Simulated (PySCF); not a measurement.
W(NH)(F)2(Cl)2 (Cl₂F₂HNW), SMILES [NH]=[W]([F])([F])([Cl])[Cl], multiplicity 1. Atoms are numbered in the order given.

```xyz
7

W     -0.0442    -0.1840     0.0000
N     -1.7827    -0.4835     0.0000
H     -2.7889    -0.6861     0.0000
F      0.3971    -1.9989     0.0000
F      1.8793     0.0364     0.0000
Cl    -0.0572     1.0396     1.9258
Cl    -0.0572     1.0396    -1.9258
```
Charge 0, spin multiplicity 1.

Coordinates come from a PBE-D3(BJ)/def2-SVP optimisation. The spin state was assumed, not searched. The structure was generated by enumeration; whether it is a known compound was not checked. The def2 effective core potentials stand for the cores of W; spin–orbit coupling is left out.

The numbers are results of PySCF with PBE-D3(BJ)/def2-SVP, not measurements.

Frequencies are harmonic and unscaled.

| mode | ν (cm⁻¹) | IR (km/mol) | moving atoms (share of kinetic energy) |
|---|---|---|---|
| 1 | 63 | 0.6 | F 70 %, N 14 %, H 9 % |
| 2 | 86 | 0.0 | Cl 73 %, F 15 % |
| 3 | 156 | 0.3 | F 36 %, W 19 %, N 16 %, H 15 %, Cl 14 % |
| 4 | 170 | 0.8 | F 58 %, W 15 %, Cl 15 % |
| 5 | 198 | 1.2 | Cl 47 %, W 20 %, F 16 %, N 12 % |
| 6 | 240 | 3.6 | N 33 %, Cl 30 %, F 23 %, H 13 % |
| 7 | 321 | 8.0 | F 74 %, N 15 %, H 8 % |
| 8 | 388 | 12.0 | Cl 90 %, W 8 % |
| 9 | 400 | 54.3 | Cl 77 %, W 21 % |
| 10 | 614 | 95.5 | F 91 %, W 8 % |
| 11 | 677 | 61.7 | F 88 % |
| 12 | 739 | 126.8 | H 64 %, N 29 % |
| 13 | 773 | 93.7 | H 69 %, N 29 % |
| 14 | 970 | 71.1 | N 86 % |
| 15 | 3518 | 142.7 | H 92 % |
